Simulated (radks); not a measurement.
Problem. Valence configurations of Rh3+ (all share [Kr]). All-electron calculation, scalar-relativistic Kohn-Sham, PBE, spin-polarised, spherical densities, point nucleus; open shells are filled with parallel spins first (spin-orbit coupling, left out, can overturn this in heavy ions). Program: a radial shooting solver on a logarithmic mesh with Libxc functionals. Order these by energy: 4d5 5s0.5 5p0.5; 4d4 5s0.5 5p1.5; 4d4 5p2; 4d3.5 5s1 5p1.5; 4d2 5s2 5p2; 4d4 5s1 5p1; 4d5 5p1; 4d6; 4d4 5s2; 4d5 5s1.

Solution. From the lowest, in eV above it: 4d6 0.000; 4d5 5s1 7.561; 4d5 5s0.5 5p0.5 11.390; 4d5 5p1 15.230; 4d4 5s2 23.655; 4d4 5s1 5p1 29.249; 4d4 5s0.5 5p1.5 33.291; 4d4 5p2 37.339; 4d3.5 5s1 5p1.5 41.137; 4d2 5s2 5p2 75.455. NIST lists [Kr] 4d6 as the ground configuration; this level of theory agrees among the configurations tried. The energies are those of spherical high-spin densities, not of single terms.
